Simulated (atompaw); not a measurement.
Before and after: PAW (atompaw) potential for iridium (Ir)

| Item | Value |
| --- | --- |
| Element | iridium |
| Generator | atompaw 4.2.0.5 |
| Type | PAW |
| Functional | PBE |
| Relativity | scalar-relativistic |
| Frozen core | [Kr] 4d10 4f14 |
| Valence charge | 17 |
| Reference configuration | 5s2 5p6 5d7 6s2 6p0 |
| Partial waves | 5s (bound): rc 1.45 bohr; 6s (bound): rc 1.70 bohr; 5p (bound): rc 1.25 bohr; 6p (bound, empty): rc 1.70 bohr; 5d (bound): rc 1.70 bohr; 5d channel at 0.65 Ry: rc 1.55 bohr |
| Local potential | ultrasoft scheme with l = 3 at 0.5 Ry, radius 1.35 bohr |
| Core correction | smooth core density matched at 1.70 bohr |
| Augmentation charge | sinc compensation charge, radius 1.35 bohr; PAW radius 1.70 bohr; waves and projectors: custom polynom2 7 10 vanderbiltortho |

All-electron outer shells of the reference configuration (PBE, scalar-relativistic, ld1.x):

| shell | level (eV) | outermost node (bohr) | outermost maximum (bohr) |
| --- | --- | --- | --- |
| 4d | -290.99 | 0.21 | 0.42 |
| 5s | -97.99 | 0.50 | 0.89 |
| 4f | -62.19 | – | 0.39 |
| 5p | -54.70 | 0.54 | 1.01 |
| 5d | -7.15 | 0.59 | 1.29 |
| 6s | -6.33 | 1.17 | 2.38 |
| 6p | -1.22 | 1.39 | 3.47 |

Change: all radii scaled by about 1.26 (s 1.82, p 1.58, d 2.14 bohr); local potential ultrasoft scheme with l = 3 at 0.5 Ry, radius 1.70 bohr; augmentation sinc compensation charge, radius 1.70 bohr; PAW radius 2.14 bohr; waves and projectors: custom polynom2 7 10 vanderbiltortho; core correction smooth core density matched at 2.14 bohr.

Cutoffs: the cutoffs (Ry, on a coarse ladder) from which the occupation-weighted sum of valence levels, in a spherical-Bessel basis at the reference potential, stays within 10 and 1 mRy of its value at 400 Ry; they do not see the model core or the augmentation charge, which bear on the density cutoff.

Task: What does the change do?

Result: The potential gets softer (80 Ry and 300 Ry → 25 Ry and 160 Ry); a bound ghost appears in s, which as a rule spoils a file. A larger radius leaves more room for a smooth pseudo-wave, so fewer plane waves are needed.

```tsv
quantity	base	changed
cutoff, loose	80 Ry	25 Ry
cutoff, tight	300 Ry	160 Ry
loose cutoff by channel (10 mRy a level)	s 18 Ry, p 25 Ry, d 21 Ry	s 18 Ry, p 21 Ry, d 18 Ry
bound ghosts	none	s
lowest overlap eigenvalue by channel	s 0.51, p 0.71, d 1.00	s 0.57, p 0.67, d 1.00
```

 A true bound ghost makes a file unfit for plane-wave use even where its test errors are small: the radial tests pick states by their node count and pass the ghost by. The cutoffs see the waves, projectors and local potential, not the compensation charge or the core.
